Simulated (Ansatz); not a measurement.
Relaxation of BrFH6OW (10 atoms, charge 0, multiplicity 1), to a largest force component of 0.03 eV/Å in at most 50 steps.

These are results of RKS r2SCANh-D4/def2-SVP (Ansatz), not measurements.

```xyz
10
Properties=species:S:1:pos:R:3
W -0.279 -0.298 0.007
O -0.488 -0.210 1.915
H -0.078 0.454 2.485
H 0.925 0.220 -1.020
H 0.539 1.106 0.403
H -1.866 -0.092 -0.525
F 0.270 -1.933 -0.723
H -0.628 1.052 -0.921
Br 2.413 -1.997 2.028
H 1.067 -1.632 2.581
```

Problem. Where does it end, and by what steps?

Solution. The forces met the threshold. After 31 steps the energy has fallen by 0.215 eV; H10 moved furthest, 1.67 Å.

```
step  energy less start (eV)  largest force component (eV/Å)  accepted
   0                  0.0000                           1.389       yes
   2                 -0.0765                           0.122       yes
   4                 -0.0800                           0.640        no
   6                 -0.0894                           0.307       yes
   8                 -0.0798                           0.535        no
  10                 -0.0991                           0.308       yes
  12                 -0.1114                           0.337       yes
  14                 -0.1270                           0.460       yes
  16                 -0.1508                           0.281       yes
  18                 -0.1633                           0.124       yes
  20                 -0.1669                           0.556        no
  22                 -0.1770                           0.308       yes
  24                 -0.1835                           0.618       yes
  26                 -0.1987                           0.482       yes
  28                 -0.2127                           0.147       yes
  30                 -0.2147                           0.082       yes
  31                 -0.2153                           0.017       yes
```

```xyz
10
Properties=species:S:1:pos:R:3
W -0.356 -0.261 0.199
O -0.952 0.294 1.883
H -0.521 0.867 2.527
H 1.103 -0.189 -0.617
H 0.626 1.058 0.469
H -1.749 -0.020 -0.721
F 0.010 -2.115 -0.004
H -0.303 0.916 -0.998
Br 2.256 -1.445 2.194
H 1.760 -2.436 1.297
```

Whether the end is a true minimum wasn't checked by a vibrational analysis.

Run time: 120 s on 4 threads of Arm Neoverse V2, on a shared host, peak memory 0.36 GiB.
